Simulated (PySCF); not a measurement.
C₇H₁₂O.
Numbering: `[CH2:1]=[C:2]1[CH2:3][CH2:4][C@@:5]1([CH3:6])[O:7][CH3:8]` (hydrogens: H9, H10 on C1; H11, H12 on C3; H13, H14 on C4; H15, H16, H17 on C6; H18, H19, H20 on C8)

Method: PySCF 2.14.0, PBE0-D3(BJ)/def2-SVP geometry optimisation, gas phase.

Question: What internal coordinates does the optimisation give?

Answer: 
```json
{"bond": "C1=C2", "length (pm)": "133.0"}
{"bond": "C2–C3", "length (pm)": "151.0"}
{"bond": "C3–C4", "length (pm)": "154.8"}
{"bond": "C4–C5", "length (pm)": "154.6"}
{"bond": "C5–C6", "length (pm)": "151.3"}
{"bond": "C5–O7", "length (pm)": "141.7"}
{"bond": "O7–C8", "length (pm)": "139.7"}
{"bond": "C2–C5", "length (pm)": "152.9"}
{"bond": "C1–H9", "length (pm)": "109.4"}
{"bond": "C1–H10", "length (pm)": "109.4"}
{"bond": "C3–H11", "length (pm)": "110.1"}
{"bond": "C3–H12", "length (pm)": "110.0"}
{"bond": "C4–H13", "length (pm)": "109.9"}
{"bond": "C4–H14", "length (pm)": "109.8"}
{"bond": "C6–H15, C6–H16, C6–H17", "length (pm)": "110.0"}
{"bond": "C8–H18, C8–H19, C8–H20", "length (pm)": "110.4"}
```

Bonds in one row agree within 1 pm and their mean is given. A selection of angles:
```json
{"angle": "C1–C2–C3", "degrees": "134.8"}
{"angle": "C1–C2–C5", "degrees": "133.1"}
{"angle": "C3–C2–C5", "degrees": "91.4"}
{"angle": "C2–C3–C4", "degrees": "87.6"}
{"angle": "C3–C4–C5", "degrees": "89.4"}
{"angle": "C4–C5–C6", "degrees": "118.7"}
{"angle": "C4–C5–O7", "degrees": "105.9"}
{"angle": "C6–C5–O7", "degrees": "112.5"}
{"angle": "C2–C5–C4", "degrees": "87.0"}
{"angle": "C2–C5–C6", "degrees": "118.7"}
{"angle": "C2–C5–O7", "degrees": "111.2"}
{"angle": "C5–O7–C8", "degrees": "116.3"}
```

Dihedral angles: C1–C2–C3–C4 -155° (antiperiplanar); C2–C3–C4–C5 -16° (synperiplanar); C3–C4–C5–C6 137° (anticlinal); C4–C5–O7–C8 162° (antiperiplanar); C1–C2–C5–C4 155° (antiperiplanar).

The C–O distances run from 1.397 Å (O7–C8, drawn single) to 1.417 Å (C5–O7, drawn single), a spread of 0.020 Å. The 6 C–C bonds span 1.330 Å (C1=C2, drawn double) to 1.548 Å (C3–C4, drawn single), a spread of 0.218 Å. The 4-membered ring C2–C3–C4–C5 has internal angles of 87.0° to 91.4°; it is puckered, 0.11 Å rms from its mean plane, widest ring torsion 16°. Of the pairs four or more bonds apart, C2···H18 is among the closest relative to their van der Waals radii: 2.67 Å, 92 % of the sum of Bondi's values.

Point group: C1 (no symmetry element, even within 0.4 Å). Whether it is a minimum is left open (no frequencies). The numbers are those of one conformer.
